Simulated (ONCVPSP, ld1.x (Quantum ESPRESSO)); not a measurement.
Potentials for sulfur (S) compared

Generated with ld1.x 7.5 (TM, RRKJ, ultrasoft, PAW), atompaw 4.2 or ONCVPSP 4.0.1. The cutoff is in Ry: for ld1.x and atompaw files where the sum of valence levels is converged to 10 mRy in a Bessel basis, for ONCV files where the hardest occupied wave has 1 mHa per electron of residual kinetic energy. The error is the largest all-electron minus pseudo excitation energy over each file’s own four to seven test configurations (ionisations up to +4, promotions, holes and added fractions of an electron), all of which were solved. The labels leave out finer settings (local radius, basis sizes, second energies), which also bear on the numbers. Spin-polarised tests are not counted. The rows are a selection from randomly drawn settings: files with unsolved tests, undetermined cutoffs or missed reference levels are left out.

A true bound ghost makes a file unfit for plane-wave use even where its test errors are small: the radial tests pick states by their node count and pass the ghost by.

| potential | cutoff (Ry) | largest error (meV) | bound ghosts |
| --- | --- | --- | --- |
| ONCV, PBE, scalar-relativistic, rc 1.35/1.30 (sp), local smoothed, core correction no, reference 3s2 3p4, qcut 5.6/7.7, projectors 2/2 | 26 | +31 | none |
| ONCV, PBE, scalar-relativistic, rc 0.90/0.70/0.85 (spd), local smoothed, core correction yes, reference 2s2 2p6 3s2 3p3, qcut 13.7/19.5/10.7, projectors 2/3/2 | 301 | +5.7 | none |
| ONCV, PBEsol, scalar-relativistic, rc 1.50/1.55 (sp), local smoothed, core correction yes, reference 3s2 3p4, qcut 3.4/5.8, projectors 2/2 | 90 | +12 | none |
| ONCV, LDA (Perdew-Wang 92), scalar-relativistic, rc 1.15/1.25/1.30 (spd), local smoothed, core correction yes, reference 3s2 3p3, qcut 5.4/5.8/8, projectors 2/2/1 | 73 | +29 | s |
| ultrasoft, PBEsol, scalar-relativistic, rc 1.50/1.65/1.35 (spd), local smoothed, core correction yes, reference 3s2 3p4 | 18 | +18 | none |

Task: Fill in the row for S: TM, PBEsol, non-relativistic, rc 1.25/1.75/1.55 (spd), local p, core correction yes, reference 3s2 3p4.

Result: cutoff 40 Ry, largest error +68 meV, bound ghosts: none.

Task: Fill in the row for S: ONCV, LDA (Perdew-Wang 92), scalar-relativistic, rc 1.55/1.15/1.35 (spd), local smoothed, core correction yes, reference 3s2 3p4, qcut 4/8.6/8.4, projectors 2/2/2.

Result: cutoff 89 Ry, largest error +48 meV, bound ghosts: p.

Task: Fill in the row for S: PAW, PBEsol, scalar-relativistic, rc 1.35/1.50 (sp), local smoothed, core correction yes, reference 3s2 3p3.

Result: cutoff 21 Ry, largest error -90 meV, bound ghosts: none.
